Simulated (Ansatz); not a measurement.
Consider the ligand exchange at the Si–F bond: `C[SiH](F)Cl` + `[NH2][AlH2]` → `C[SiH](Cl)[NH][AlH2]` + H–F.

Calculated with Ansatz (gas phase, PBE0-D4/def2-TZVP geometries, no zero-point term in ΔE). CCSD(T)/CBS adds triple-zeta CCSD(T) − MP2 to the extrapolated MP2 energy (def2 sets, frozen cores). This one scheme is used for every species. DFT in def2-TZVPP. Each species was taken in one conformer, which may not be the lowest.

| level | ΔE (eV) |
| --- | --- |
| PBE0-D4 | 0.73 |
| MP2/def2-TZVPP | 0.71 |

(1) What does CCSD(T)/CBS give? (An estimate is asked.)

Largest T1 diagnostic among the species: 0.011.

## Answers

(1) Computed: +0.74 eV. The listed levels differ from it by -0.01, -0.03 eV.

In def2-TZVPP, CCSD(T) changes the Hartree–Fock value by −0.21 eV (the triples alone add −0.03 eV) and MP2 by −0.24 eV. The D4 term adds −0.13 eV with B3LYP and −0.07 eV with PBE0; it sums over pairs of atoms, weighted by their polarisabilities, and B3LYP, whose exchange is more repulsive, gets the larger term.

B3LYP here is the variant with VWN-RPA as its local correlation; programs differ in this.
